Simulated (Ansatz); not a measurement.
Start from `C=[CH][SnH3]` and change one atom or group to get `C=[CH][SnH2][Cl]`.

Ansatz, PBE0-D4/def2-TZVP geometries, multiplicity 1. Each molecule was computed in one conformer, which needn't be the lowest.

Elements past krypton have def2 core potentials.

| property | `C=[CH][SnH3]` |
| --- | --- |
| size of the dipole moment (PBE/def2-TZVPP) / D | 0.65 |
| size of the dipole moment (ωB97M-V/def2-TZVPP) / D | 0.59 |
| ideal-gas entropy at 298 K and 1 bar (rigid rotor, harmonic PBE0-D4/def2-TZVP) / J/(mol·K) | 314 |
| HOMO–LUMO gap (PBE0/def2-TZVPP) / eV | 7.61 |
| LUMO energy (PBE/def2-TZVPP) / eV | -1.34 |
| HOMO–LUMO gap (PBE/def2-TZVPP) / eV | 5.48 |

Problem. Give the same properties after the change, and the shifts. (Best estimate.)

Solution. Computed: 
```json
{"property": "size of the dipole moment (PBE/def2-TZVPP) / D", "`C=[CH][SnH2][Cl]`": "2.86", "shift": "2.21"}
{"property": "size of the dipole moment (ωB97M-V/def2-TZVPP) / D", "`C=[CH][SnH2][Cl]`": "2.96", "shift": "2.37"}
{"property": "ideal-gas entropy at 298 K and 1 bar (rigid rotor, harmonic PBE0-D4/def2-TZVP) / J/(mol·K)", "`C=[CH][SnH2][Cl]`": "350", "shift": "36"}
{"property": "HOMO–LUMO gap (PBE0/def2-TZVPP) / eV", "`C=[CH][SnH2][Cl]`": "7.25", "shift": "-0.36"}
{"property": "LUMO energy (PBE/def2-TZVPP) / eV", "`C=[CH][SnH2][Cl]`": "-1.97", "shift": "-0.63"}
{"property": "HOMO–LUMO gap (PBE/def2-TZVPP) / eV", "`C=[CH][SnH2][Cl]`": "5.02", "shift": "-0.46"}
```

With PBE0 the HOMO falls by 0.36 eV and the LUMO falls by 0.72 eV, so the gap narrows by about 0.36 eV. PBE moves the HOMO by -0.17 eV and ωB97M-V by -0.33 eV. Dipoles are sizes alone; their direction can turn. Modes under 60 cm⁻¹, often nearly free rotors, make the harmonic entropy too high.
